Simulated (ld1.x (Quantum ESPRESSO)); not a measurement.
lutetium: TM pseudisation with PBE, scalar-relativistic reference atom.

Input for ld1.x (Quantum ESPRESSO) 7.5:

```
&input
   title='Lu', zed=71., rel=1, dft='PBE', iswitch=3,
   config='[Xe] 4f14 5d0 6s0 6p0',
   nld=4, rlderiv=2.90, eminld=-6.0, emaxld=5.0, deld=0.02
 /
 &inputp
   pseudotype=2, tm=.true., lloc=2,
   nlcc=.true., new_core_ps=.true.,
   file_pseudopw='Lu.UPF', file_wfcaegen='ae.wfc', file_wfcncgen='nc.wfc', file_beta='beta', file_chi='chi'
 /
4
6S  1  0   0.00   0.00  2.65  2.65  0.0
5P  2  1   6.00   0.00  2.05  2.05  0.0
4F  4  3  14.00   0.00  1.05  1.05  0.0
5D  3  2   0.00   0.00  2.15  2.15  0.0
 &test
   configts(1)='4f14 5p6 5d0 6s0 6p0'
 /
```

Command:

```bash
ld1.x < Lu.in > Lu.out
```

The program printed (shortened: banner, matrices, multipoles, cross overlaps and the repeated all-electron block are left out):

```
Program LD1 v.7.5
     --------------------------- All-electron run ----------------------------

     Lu
     scalar relativistic calculation

     atomic number is 71.00
     dft =PBE   lsd =0 sic =0 latt =0  beta=0.20 tr2=1.0E-14
     Exchange-correlation= PBE
                           (   1   4   3   4   0   0   0)
     mesh =1271 r(mesh) = 100.71756 a.u. xmin = -7.00 dx = 0.01250
     1 Ry =  13.60569312 eV, c = 137.03599908

     n l     nl                  e(Ry)          e(Ha)          e(eV)
     1 0     1S 1( 2.00)     -4650.5008     -2325.2504    -63273.2873
     2 0     2S 1( 2.00)      -793.2452      -396.6226    -10792.6512
     2 1     2P 1( 6.00)      -698.0163      -349.0081     -9496.9952
     3 0     3S 1( 2.00)      -181.2722       -90.6361     -2466.3336
     3 1     3P 1( 6.00)      -152.7003       -76.3502     -2077.5936
     4 0     4S 1( 2.00)       -37.6504       -18.8252      -512.2600
     4 1     4P 1( 6.00)       -28.2787       -14.1394      -384.7516
     3 2     3D 1(10.00)      -118.4258       -59.2129     -1611.2656
     5 0     5S 1( 2.00)        -6.4462        -3.2231       -87.7052
     5 1     5P 1( 6.00)        -4.2601        -2.1301       -57.9617
     4 2     4D 1(10.00)       -16.0605        -8.0303      -218.5149
     4 3     4F 1(14.00)        -2.6610        -1.3305       -36.2054
     5 2     5D 1( 0.00)        -1.8440        -0.9220       -25.0885
     6 0     6S 1( 0.00)        -1.8031        -0.9016       -24.5329
     6 1     6P 1( 0.00)        -1.3344        -0.6672       -18.1560

     final scf error:  2.4E-15 reached in  29 iterations

     Etot =  -29123.713530 Ry,  -14561.856765 Ha, -396248.308891 eV

     Ekin =   31827.964489 Ry,   15913.982245 Ha,  433041.517574 eV
     Encl =  -71641.048338 Ry,  -35820.524169 Ha, -974726.118692 eV
     Eh   =   11288.368344 Ry,    5644.184172 Ha,  153586.075545 eV
     Exc  =    -598.998026 Ry,    -299.499013 Ha,   -8149.783318 eV

     normalization and overlap integrals

     s(1S/1S) =  1.000000  <r> =   0.0193  <r2> =    0.0005  r(max) =   0.0121
     s(2S/2S) =  1.000000  <r> =   0.0818  <r2> =    0.0079  r(max) =   0.0689
     s(2P/2P) =  1.000000  <r> =   0.0729  <r2> =    0.0065  r(max) =   0.0564
     s(3S/3S) =  1.000000  <r> =   0.2126  <r2> =    0.0517  r(max) =   0.1969
     s(3P/3P) =  1.000000  <r> =   0.2123  <r2> =    0.0523  r(max) =   0.1920
     s(4S/4S) =  1.000000  <r> =   0.4780  <r2> =    0.2580  r(max) =   0.4437
     s(4P/4P) =  1.000000  <r> =   0.5079  <r2> =    0.2936  r(max) =   0.4664
     s(3D/3D) =  1.000000  <r> =   0.1925  <r2> =    0.0434  r(max) =   0.1572
     s(5S/5S) =  1.000000  <r> =   1.1656  <r2> =    1.5277  r(max) =   1.0380
     s(5P/5P) =  1.000000  <r> =   1.3699  <r2> =    2.1268  r(max) =   1.1910
     s(4D/4D) =  1.000000  <r> =   0.5477  <r2> =    0.3483  r(max) =   0.4782
     s(4F/4F) =  1.000000  <r> =   0.7164  <r2> =    0.6733  r(max) =   0.4664
     s(5D/5D) =  1.000000  <r> =   2.0368  <r2> =    4.8010  r(max) =   1.6484
     s(6S/6S) =  1.000000  <r> =   2.8549  <r2> =    9.0743  r(max) =   2.6178
     s(6P/6P) =  1.000000  <r> =   3.4243  <r2> =   13.0921  r(max) =   3.1576

     ------------------------ End of All-electron run ------------------------

     --------------------- Generating NC pseudopotential ---------------------

      Generating local pot.: lloc=2, matching radius rcloc =   2.1500

      Computing core charge for nlcc:

       r > 0.56 : true rho core
      Core charge pseudized with two Bessel functions
      Integrated core pseudo-charge :  27.84

      Wfc   6S  rcut= 2.618  Using Troullier-Martins method

      Wfc   5P  rcut= 2.039  Using Troullier-Martins method

      Wfc   4F  rcut= 1.038  Using Troullier-Martins method

     ------------------- End of pseudopotential generation -------------------

     Computing logarithmic derivative in   2.91127
     Computing logarithmic derivative in   2.91127
     Computing the partial wave expansion
     R is outside the sphere for l=    0 j= 0.00
     R is outside the sphere for l=    1 j= 0.00
       no projector for channel:   2
     R is outside the sphere for l=    3 j= 0.00

     ---------------------- Testing the pseudopotential ----------------------

     Lu
     scalar relativistic calculation

     atomic number is 71.00   valence charge is 23.00
     dft =PBE   lsd =0 sic =0 latt =0  beta=0.20 tr2=1.0E-14
     mesh =1271 r(mesh) = 100.71756 xmin = -7.00 dx = 0.01250

     n l     nl             e AE (Ry)        e PS (Ry)    De AE-PS (Ry)
     4 3     4F   1(14.00)       -2.66105       -2.66103       -0.00002
     2 1     5P   1( 6.00)       -4.26010       -4.26011        0.00000
     3 2     5D   1( 0.00)       -1.84397       -1.84397        0.00000
     1 0     6S   1( 0.00)       -1.80314       -1.80314        0.00000
     3 1     6P   1( 0.00)       -1.33444       -1.54397        0.20953  !

     eps = 5.1E-15  iter =  7

     Etot =  -29123.713530 Ry,  -14561.856765 Ha, -396248.308891 eV
     Etotps =  -571.221450 Ry,    -285.610725 Ha,   -7771.863754 eV

     Ekin =     630.541045 Ry,     315.270522 Ha,    8578.947956 eV
     Encl =    -917.643267 Ry,    -458.821634 Ha,  -12485.172688 eV
     Ehrt =     401.473739 Ry,     200.736870 Ha,    5462.328496 eV
     Ecxc =    -178.279903 Ry,     -89.139952 Ha,   -2425.621652 eV
     (Ecc =    -113.083434 Ry,     -56.541717 Ha,   -1538.578502 eV)
     Epseu=    -507.313064 Ry,    -253.656532 Ha,   -6902.345867 eV

     ---------------------- End of pseudopotential test ----------------------
```

Note: ghost state, extra bound levels that the all-electron valence spectrum of the same l lacks: s at -57.4 eV. A true bound ghost makes a file unfit for plane-wave use.

Generation and configuration tests took about 2 s on one core of a shared server CPU.

Transferability test of the new file with ld1.x, input:

```
&input
   title='Lu', zed=71., rel=1, dft='PBE', iswitch=2,
   config='[Xe] 4f14 5d0 6s0 6p0'
 /
 &test
   file_pseudo='Lu.UPF', nconf=8,
   configts(1)='4f14 5p6 5d0 6s0 6p0',
   configts(2)='4f14 5p6 5d1 6s2 6p0',
   configts(3)='4f14 5p6 5d1 6s1 6p0',
   configts(4)='4f14 5p6 5d1 6s0 6p0',
   configts(5)='4f14 5p6 5d1 6s1 6p1',
   configts(6)='4f14 5p6 5d1 6s0 6p2',
   configts(7)='4f14 5p6 5d0 6s2 6p1',
   configts(8)='4f13 5p6 5d2 6s2 6p0'
 /
```

```bash
ld1.x < Lu.test.in > Lu.test.out
```

Pseudopotential blocks of its output, shortened (energy terms left out; the distinct warnings before each block abridged to one line each):

```
     ---------------------- Testing the pseudopotential ----------------------

     n l     nl             e AE (Ry)        e PS (Ry)    De AE-PS (Ry)
     4 3     4F   1(14.00)       -2.66105       -2.66103       -0.00002
     2 1     5P   1( 6.00)       -4.26010       -4.26011        0.00000
     3 2     5D   1( 0.00)       -1.84397       -1.84397        0.00000
     1 0     6S   1( 0.00)       -1.80314       -1.80314        0.00000
     3 1     6P   1( 0.00)       -1.33444       -1.54397        0.20953  !

     eps = 1.1E-15  iter =  6

     Etot =  -29123.713530 Ry,  -14561.856765 Ha, -396248.308892 eV
     Etotps =  -571.221447 Ry,    -285.610724 Ha,   -7771.863716 eV

     ---------------------- End of pseudopotential test ----------------------

          Warning: n=4, l=3 expected 0 nodes, found 1
     ---------------------- Testing the pseudopotential ----------------------

     n l     nl             e AE (Ry)        e PS (Ry)    De AE-PS (Ry)
     4 3     4F   1(14.00)       -0.70733       -0.73140        0.02406  !
     2 1     5P   1( 6.00)       -2.32704       -2.33415        0.00711  !
     3 2     5D   1( 1.00)       -0.12857       -0.12845       -0.00012
     1 0     6S   1( 2.00)       -0.34244       -0.34299        0.00055
     3 1     6P   1( 0.00)       -0.09884       -0.12849        0.02965  !

     eps = 8.7E-15  iter = 13

     Etot =  -29126.697660 Ry,  -14563.348830 Ha, -396288.910042 eV
     Etotps =  -574.208159 Ry,    -287.104080 Ha,   -7812.500003 eV
     dEtot_ae =      -2.984130 Ry
     dEtot_ps =      -2.986712 Ry,   Delta E=       0.002583 Ry

     ---------------------- End of pseudopotential test ----------------------

          ---------------------- Testing the pseudopotential ----------------------

     n l     nl             e AE (Ry)        e PS (Ry)    De AE-PS (Ry)
     4 3     4F   1(14.00)       -1.20018       -1.21989        0.01972  !
     2 1     5P   1( 6.00)       -2.82057       -2.82543        0.00486
     3 2     5D   1( 1.00)       -0.57837       -0.57812       -0.00026
     1 0     6S   1( 1.00)       -0.75043       -0.75157        0.00114
     3 1     6P   1( 0.00)       -0.44222       -0.50911        0.06689  !

     eps = 6.3E-15  iter = 11

     Etot =  -29126.156336 Ry,  -14563.078168 Ha, -396281.544964 eV
     Etotps =  -573.665793 Ry,    -286.832896 Ha,   -7805.120729 eV
     dEtot_ae =      -2.442806 Ry
     dEtot_ps =      -2.444345 Ry,   Delta E=       0.001539 Ry

     ---------------------- End of pseudopotential test ----------------------

          ---------------------- Testing the pseudopotential ----------------------

     n l     nl             e AE (Ry)        e PS (Ry)    De AE-PS (Ry)
     4 3     4F   1(14.00)       -1.78679       -1.79688        0.01009  !
     2 1     5P   1( 6.00)       -3.40536       -3.40593        0.00057
     3 2     5D   1( 1.00)       -1.10711       -1.10618       -0.00093
     1 0     6S   1( 0.00)       -1.21097       -1.21278        0.00182
     3 1     6P   1( 0.00)       -0.83773       -0.94758        0.10985  !

     eps = 5.4E-15  iter = 10

     Etot =  -29125.180370 Ry,  -14562.590185 Ha, -396268.266270 eV
     Etotps =  -572.688024 Ry,    -286.344012 Ha,   -7791.817511 eV
     dEtot_ae =      -1.466840 Ry
     dEtot_ps =      -1.466577 Ry,   Delta E=      -0.000263 Ry

     ---------------------- End of pseudopotential test ----------------------

          ---------------------- Testing the pseudopotential ----------------------

     n l     nl             e AE (Ry)        e PS (Ry)    De AE-PS (Ry)
     4 3     4F   1(14.00)       -0.81398       -0.76847       -0.04551  !
     2 1     5P   1( 6.00)       -2.43415       -2.38498       -0.04916  !
     3 2     5D   1( 1.00)       -0.20902       -0.17355       -0.03547  !
     1 0     6S   1( 1.00)       -0.40451       -0.38044       -0.02406  !
     3 1     6P   1( 1.00)       -0.14565       -0.16642        0.02077  !

     eps = 7.9E-15  iter = 25

     Etot =  -29126.446353 Ry,  -14563.223176 Ha, -396285.490839 eV
     Etotps =  -573.996951 Ry,    -286.998476 Ha,   -7809.626369 eV
     dEtot_ae =      -2.732823 Ry
     dEtot_ps =      -2.775504 Ry,   Delta E=       0.042681 Ry

     ---------------------- End of pseudopotential test ----------------------

          ---------------------- Testing the pseudopotential ----------------------

     n l     nl             e AE (Ry)        e PS (Ry)    De AE-PS (Ry)
     4 3     4F   1(14.00)       -0.91416       -0.79853       -0.11563  !
     2 1     5P   1( 6.00)       -2.53440       -2.43008       -0.10431  !
     3 2     5D   1( 1.00)       -0.28283       -0.21406       -0.06877  !
     1 0     6S   1( 0.00)       -0.45758       -0.41329       -0.04430  !
     3 1     6P   1( 2.00)       -0.18560       -0.19431        0.00872  !

     eps = 2.7E-15  iter = 20

     Etot =  -29126.180936 Ry,  -14563.090468 Ha, -396281.879666 eV
     Etotps =  -573.780399 Ry,    -286.890199 Ha,   -7806.680026 eV
     dEtot_ae =      -2.467406 Ry
     dEtot_ps =      -2.558952 Ry,   Delta E=       0.091545 Ry

     ---------------------- End of pseudopotential test ----------------------

          ---------------------- Testing the pseudopotential ----------------------

     n l     nl             e AE (Ry)        e PS (Ry)    De AE-PS (Ry)
     4 3     4F   1(14.00)       -0.93694       -0.87690       -0.06004  !
     2 1     5P   1( 6.00)       -2.55060       -2.48994       -0.06066  !
     3 2     5D   1( 0.00)       -0.27421       -0.22894       -0.04528  !
     1 0     6S   1( 2.00)       -0.44073       -0.40955       -0.03118  !
     3 1     6P   1( 1.00)       -0.15989       -0.18800        0.02812  !

     eps = 9.2E-15  iter = 14

     Etot =  -29126.628066 Ry,  -14563.314033 Ha, -396287.963167 eV
     Etotps =  -574.191686 Ry,    -287.095843 Ha,   -7812.275869 eV
     dEtot_ae =      -2.914535 Ry
     dEtot_ps =      -2.970238 Ry,   Delta E=       0.055703 Ry

     ---------------------- End of pseudopotential test ----------------------

          ---------------------- Testing the pseudopotential ----------------------

     n l     nl             e AE (Ry)        e PS (Ry)    De AE-PS (Ry)
     4 3     4F   1(13.00)       -1.23343       -1.28869        0.05526  !
     2 1     5P   1( 6.00)       -2.56246       -2.58016        0.01770  !
     3 2     5D   1( 2.00)       -0.20595       -0.20744        0.00149
     1 0     6S   1( 2.00)       -0.36812       -0.36513       -0.00299
     3 1     6P   1( 0.00)       -0.10219       -0.13284        0.03066  !

     eps = 1.3E-15  iter = 16

     Etot =  -29125.894740 Ry,  -14562.947370 Ha, -396277.985769 eV
     Etotps =  -573.369460 Ry,    -286.684730 Ha,   -7801.088922 eV
     dEtot_ae =      -2.181210 Ry
     dEtot_ps =      -2.148013 Ry,   Delta E=      -0.033197 Ry

     ---------------------- End of pseudopotential test ----------------------
```
